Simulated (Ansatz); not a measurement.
The first iterations of a band of AlCl2FH2O (7 atoms, charge 0, multiplicity 1).

Theory: RHF/6-31G* in Ansatz.

```json
{"movable images": "7", "climbing image": "yes", "spring": "50.0 eV/Å²", "optimiser": "quadratic models (default)", "start path": "through a guess of the saddle point", "force threshold": "0.05 eV/Å", "iteration limit": "60", "end points": "relaxed"}
```

Image 0:

```xyz
7
Properties=species:S:1:pos:R:3
Al 0.052 -0.039 0.091
F 0.014 0.549 1.626
Cl 1.824 0.241 -1.010
Cl -1.767 -0.018 -0.996
O 0.065 -1.912 0.669
H -0.539 -2.528 0.260
H 0.031 -2.016 1.618
```

Image 8:

```xyz
7
Properties=species:S:1:pos:R:3
Al -0.033 -0.470 -0.175
F 0.026 -0.030 1.739
Cl 1.779 0.251 -0.958
Cl -1.809 0.394 -0.894
O -0.088 -2.056 0.479
H -0.182 -2.887 0.041
H -0.013 -0.924 2.026
```

| iteration | highest image above the first end (eV) | largest band force component (eV/Å) |
| --- | --- | --- |
| 1 | 3.489 | 3.345 |
| 2 | 1.869 | 2.128 |
| 3 | 1.442 | 3.090 |

**Question.** Does the band converge within its limit, and where does its top end?

**Answer.** The run converged. It ended after 10 iterations with the highest image 1.398 eV above the first end. Another band between the same ends (7 images) ends at a top of the same energy, where a vibrational analysis finds 1 clearly imaginary mode. The orbitals stay closed-shell, which can raise the energy where a bond breaks towards radicals; this wasn't checked here.

Run time: 2.1 min on 1 thread of Arm Neoverse V2, on a shared host, peak memory 0.17 GiB.
